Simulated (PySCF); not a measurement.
MoSCl2, singlet: computed properties

Method: PySCF, B3LYP, basis Mo def2-SVP with ECP28, S def2-SVP, Cl def2-SVP (scalar-relativistic core potentials, no spin–orbit coupling, density fitting).

The structure is a minimum.

Z-matrix (Å, degrees; charge 0 multiplicity 1):
```
Mo
S  1 2.0784
Cl 1 2.2444 2 114.71
Cl 1 2.2444 2 114.71 3 180.00
```

```json
{
 "Point group": "C2v",
 "Bond lengths": "Mo–Cl 2.244 Å (×2), Mo–S 2.078 Å",
 "Bond angles": "Cl–Mo–Cl 130.6°, Cl–Mo–S 114.7° (×2)",
 "Heat capacity Cp at 298.15 K": "74.0 J/(mol K)",
 "Principal polarisabilities": "53.9, 82.1, 89.9 bohr³",
 "Principal quadrupole moments (Buckingham, traceless) about the centre of mass": "-1.18, -0.94, 2.12 D Å",
 "Entropy at 298.15 K and 1 bar": "342.1 J/(mol K)",
 "Zero-point energy": "10.4 kJ/mol",
 "Rotational constants": "0.08443, 0.05798, 0.03437 cm⁻¹",
 "Rotational symmetry number": "2",
 "Atomisation energy without zero-point energy": "1146 kJ/mol",
 "Lowest empty level": "-4.03 eV",
 "Dipole moment": "0.22 D",
 "Enthalpy at 298.15 K above 0 K": "17.62 kJ/mol",
 "Highest occupied level": "-6.39 eV"
}
```

Harmonic modes (masses in u: Mo 97.905, S 31.972, Cl 34.969):
```
symmetry  ω (cm⁻¹)  IR (km/mol)  μ (u)     type
      b1        64          0.8  50.95     bend
      a1       107          0.1  39.20     bend
      b2       144          0.6  35.44     bend
      a1       381         18.1  36.15  stretch
      b2       449         82.0  47.40  stretch
      a1       597         52.9  39.23  stretch
```

In C2v the vibrations span b1 + 3a1 + 2b2. Here b1 is antisymmetric to the molecular plane and b2 lies in it.

Charges (e):
```tsv
atom	Mulliken	Löwdin	polar tensor	Mayer order to Mo1
Mo1	0.34	-0.83	1.17	–
S2	-0.03	0.38	-0.35	2.51
Cl3,4	-0.16	0.23	-0.41	1.31
```

Mulliken populations on Mo1 (electrons outside its core potential): s 2.61, p 6.49, d 4.53, f 0.03.

Other isomers or separated fragments may lie lower. At this level a triplet minimum of C2v symmetry lies 49 kJ/mol below this structure. At the minimum of this search the closed-shell solution is unstable towards spin polarisation, so a lower open-shell solution exists.

The final relaxation and frequency run took roughly 2.9 core-minutes on a shared host.
